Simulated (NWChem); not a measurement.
Species: C$_{2}$H$_{8}$BN; SMILES CBNC

```xyz
12

B     -0.7280    -0.6972     0.0000
H     -1.8697    -1.1381     0.0000
C      0.4981    -1.6924     0.0000
H      1.5060    -1.2305     0.0000
H      0.4330    -2.3654    -0.8827
H      0.4330    -2.3654     0.8827
N     -0.6254     0.7046     0.0000
C      0.5584     1.5427     0.0000
H     -1.4977     1.2384     0.0000
H      0.6030     2.1998     0.8965
H      0.6030     2.1998    -0.8965
H      1.4680     0.9139     0.0000
```
Atoms are numbered in this order, from 1.

Computed with NWChem. Geometry: optimised at PBE-D3(BJ)/def2-SVP. Total energies compare along this basis series because the functional is fixed.

| level | basis functions | energy (Ha) | highest occupied level (eV) | orbital gap (eV) | dipole (D) |
|---|---|---|---|---|---|
| B3LYP/pcseg-1 | 96 | -160.6517 | -7.31 | 7.98 | 1.77 |
| B3LYP/aug-pcseg-1 | 164 | -160.6580 | -7.35 | 6.97 | 1.61 |
| B3LYP/pcseg-2 | 232 | -160.7469 | -7.36 | … | 1.63 |
| B3LYP/STO-3G | 28 | -158.7026 | -5.31 | 9.29 | 1.84 |
| B3LYP/def2-SVP | 96 | -160.5615 | -7.21 | 8.03 | 1.75 |

### Question
Fill in the missing entries.

### Answer

- B3LYP/pcseg-2, orbital gap (eV): 7.61
